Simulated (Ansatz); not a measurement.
Consider the formal exchange of groups at the Si–Si bond: `N[Si](F)(F)[SiH3]` + `CCCO` → `OCCC[SiH3]` + `N[SiH](F)F`.

Computed with Ansatz on PBE0-D4/def2-TZVP structures; ΔE is electronic, products minus reactants. CCSD(T)/CBS is the MP2 limit (def2-TZVPP, def2-QZVPP) plus CCSD(T) − MP2 in def2-TZVPP, frozen cores. This one scheme is used for every species. Functionals use def2-TZVPP. B3LYP here is the variant with VWN-RPA as its local correlation; programs differ in this. Each species was taken in one conformer, which may not be the lowest.

CCSD(T)/CBS gives -2.8 kJ/mol.

**Question.** Another level gave +7.0 kJ/mol. Which?
A. MP2/def2-TZVPP
B. PBE-D4/def2-TZVPP
C. CCSD(T)/def2-TZVPP
D. B3LYP/def2-TZVPP

**Answer.** D. B3LYP 7.0, CCSD(T)/def2-TZVPP -3.6, MP2/def2-TZVPP -11.3, PBE-D4 13.1 kJ/mol.

Largest T1 diagnostic among the species: 0.012.

From PBE to PBE0 (25 % exact exchange), in def2-TZVPP and without D4, ΔE moves by −5.5 kJ/mol. The D4 term adds −3.5 kJ/mol with B3LYP and −2.0 kJ/mol with PBE0; it sums over pairs of atoms, weighted by their polarisabilities, and B3LYP, whose exchange is more repulsive, gets the larger term.
